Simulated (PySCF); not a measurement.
## Basis-set dependence of population analyses: `O[B@@H-](Cl)CCl`

Compound: CH₄BCl₂O (charge -1).
Numbering: `[OH:1][B@@H-:2]([Cl:3])[CH2:4][Cl:5]` (hydrogens: H6 on O1; H7 on B2; H8, H9 on C4)

Structure used (PBE0-D3(BJ)/def2-SVP), in Å, numbered top down from 1:
```xyz
9
CH4BCl2O angstrom
O     -0.8061    1.7170   -0.9305
B     -0.2130    0.6049   -0.2635
Cl    -1.0140   -1.1213   -0.9310
C      1.3471    0.3128   -0.6185
Cl     2.4688    1.6763   -0.1236
H     -0.5413    1.6960   -1.8546
H     -0.4338    0.6537    0.9457
H      1.7314   -0.5826   -0.1099
H      1.5192    0.1811   -1.7004
```

PBE0 throughout (PySCF), one geometry, spherical d and f functions. Isolated species at its PBE0-D3(BJ)/def2-SVP geometry (one conformer only). The geometry's basis has no diffuse functions. The first 7 of 9 kinds of atom are listed.

Mulliken charges (e):

```
        basis  functions      O1      B2     Cl3      C4     Cl5      H6      H7
       STO-3G         37  -0.368  +0.194  -0.523  -0.188  -0.277  +0.155  -0.121
        6-31G         61  -0.674  +0.379  -0.469  -0.633  -0.158  +0.330  -0.119
     pcSseg-0         61  -0.671  +0.539  -0.519  -0.851  -0.205  +0.320  -0.076
       6-31G*         86  -0.660  +0.347  -0.517  -0.539  -0.217  +0.368  -0.123
     def2-SVP         98  -0.247  +0.095  -0.467  -0.102  -0.308  +0.128  -0.161
      cc-pVDZ         98  -0.218  +0.102  -0.497  -0.135  -0.277  +0.099  -0.149
     pcSseg-1        119  -0.487  +0.420  -0.554  -0.397  -0.301  +0.184  -0.104
  aug-cc-pVDZ        159  -0.560  +0.182  -0.691  +0.188  -0.326  +0.116  +0.528
6-311+G(2d,p)        175  -0.625  +0.300  -0.493  -0.512  -0.089  +0.216  -0.092
    def2-TZVP        191  -0.528  +0.107  -0.479  -0.173  -0.283  +0.267  -0.099
      cc-pVTZ        214  -0.378  +0.165  -0.506  -0.178  -0.305  +0.155  -0.125
     IGLO-III        233  -0.631  +0.287  -0.395  -0.429  -0.158  +0.257  -0.163
```

IAO charges (e):

```csv
basis,functions,O1,B2,Cl3,C4,Cl5,H6,H7
STO-3G,37,-0.439,-0.007,-0.414,-0.355,-0.182,+0.209,-0.052
6-31G,61,-0.599,+0.091,-0.450,-0.375,-0.220,+0.310,-0.046
pcSseg-0,61,-0.574,+0.078,-0.438,-0.380,-0.209,+0.299,-0.057
6-31G*,86,-0.608,+0.121,-0.454,-0.357,-0.220,+0.311,-0.061
def2-SVP,98,-0.606,+0.106,-0.436,-0.349,-0.208,+0.311,-0.068
cc-pVDZ,98,-0.607,+0.110,-0.449,-0.352,-0.218,+0.315,-0.061
pcSseg-1,119,-0.615,+0.111,-0.447,-0.360,-0.216,+0.318,-0.058
aug-cc-pVDZ,159,-0.634,+0.114,-0.452,-0.363,-0.220,+0.331,-0.054
"6-311+G(2d,p)",175,-0.636,+0.115,-0.451,-0.370,-0.216,+0.331,-0.054
def2-TZVP,191,-0.634,+0.120,-0.449,-0.370,-0.213,+0.328,-0.057
cc-pVTZ,214,-0.631,+0.119,-0.450,-0.368,-0.216,+0.328,-0.058
IGLO-III,233,-0.640,+0.116,-0.444,-0.372,-0.208,+0.330,-0.058
```

Hirshfeld charges (e):

```tsv
basis	functions	O1	B2	Cl3	C4	Cl5	H6	H7
STO-3G	37	-0.260	+0.078	-0.502	+0.002	-0.288	+0.093	-0.134
6-31G	61	-0.332	+0.025	-0.409	-0.103	-0.222	+0.131	-0.123
pcSseg-0	61	-0.328	+0.006	-0.377	-0.118	-0.196	+0.132	-0.138
6-31G*	86	-0.326	+0.024	-0.412	-0.098	-0.229	+0.132	-0.125
def2-SVP	98	-0.326	-0.002	-0.358	-0.132	-0.187	+0.126	-0.139
cc-pVDZ	98	-0.314	+0.007	-0.381	-0.124	-0.201	+0.124	-0.134
pcSseg-1	119	-0.332	+0.018	-0.370	-0.133	-0.196	+0.125	-0.132
aug-cc-pVDZ	159	-0.332	+0.010	-0.357	-0.148	-0.186	+0.116	-0.125
6-311+G(2d,p)	175	-0.336	+0.009	-0.363	-0.144	-0.190	+0.121	-0.123
def2-TZVP	191	-0.336	+0.011	-0.364	-0.140	-0.193	+0.123	-0.127
cc-pVTZ	214	-0.329	+0.013	-0.370	-0.137	-0.197	+0.122	-0.129
IGLO-III	233	-0.340	+0.001	-0.338	-0.151	-0.172	+0.115	-0.131
```

ESP-fitted charges (e):

```csv
basis,functions,O1,B2,Cl3,C4,Cl5,H6,H7
STO-3G,37,-0.541,+0.302,-0.565,-0.185,-0.312,+0.281,-0.166
6-31G,61,-0.819,+0.548,-0.609,-0.295,-0.325,+0.439,-0.189
pcSseg-0,61,-0.806,+0.575,-0.586,-0.308,-0.318,+0.429,-0.226
6-31G*,86,-0.722,+0.498,-0.588,-0.370,-0.298,+0.392,-0.182
def2-SVP,98,-0.683,+0.354,-0.509,-0.282,-0.274,+0.373,-0.176
cc-pVDZ,98,-0.675,+0.427,-0.556,-0.311,-0.292,+0.366,-0.182
pcSseg-1,119,-0.756,+0.555,-0.581,-0.360,-0.298,+0.395,-0.201
aug-cc-pVDZ,159,-0.791,+0.733,-0.630,-0.384,-0.319,+0.375,-0.233
"6-311+G(2d,p)",175,-0.797,+0.659,-0.610,-0.408,-0.302,+0.396,-0.207
def2-TZVP,191,-0.766,+0.576,-0.581,-0.375,-0.294,+0.389,-0.198
cc-pVTZ,214,-0.741,+0.580,-0.587,-0.363,-0.301,+0.375,-0.206
IGLO-III,233,-0.768,+0.579,-0.554,-0.436,-0.261,+0.380,-0.201
```

Task: Which scheme is steadiest as the basis changes?

Result: Largest range over the bases for any column: Hirshfeld 0.16 e, IAO 0.20 e, ESP-fitted 0.43 e, Mulliken 1.04 e. Hirshfeld charges move least and Mulliken charges most, counted in e. Without the minimal STO-3G basis the ranges are Hirshfeld 0.07, IAO 0.07, ESP-fitted 0.38, Mulliken 1.04 e.

Task: How much do the charges still move between the two largest bases, cc-pVTZ and IGLO-III?

Result: At most, over all atoms: Mulliken 0.253 e, IAO 0.009 e, Hirshfeld 0.032 e, ESP-fitted 0.073 e.

Task: What do the same runs give for the total energy and the frontier levels?

Result: 
| basis | energy (Eh) | HOMO (eV) | LUMO (eV) |
| --- | --- | --- | --- |
| STO-3G | -1048.7805 | 1.44 | 9.44 |
| 6-31G | -1060.5581 | -2.45 | 5.44 |
| pcSseg-0 | -1059.3008 | -2.35 | 5.72 |
| 6-31G* | -1060.6162 | -2.34 | 5.50 |
| def2-SVP | -1060.2662 | -2.13 | 5.98 |
| cc-pVDZ | -1060.6813 | -2.30 | 5.60 |
| pcSseg-1 | -1060.6186 | -2.60 | 5.29 |
| aug-cc-pVDZ | -1060.7104 | -2.80 | 3.11 |
| 6-311+G(2d,p) | -1060.7462 | -2.81 | 3.54 |
| def2-TZVP | -1060.7537 | -2.63 | 5.06 |
| cc-pVTZ | -1060.7641 | -2.61 | 5.12 |
| IGLO-III | -1060.7495 | -2.59 | 4.66 |

Where the HOMO energy of this anion is positive, the outermost electrons may be held by the finite basis alone.
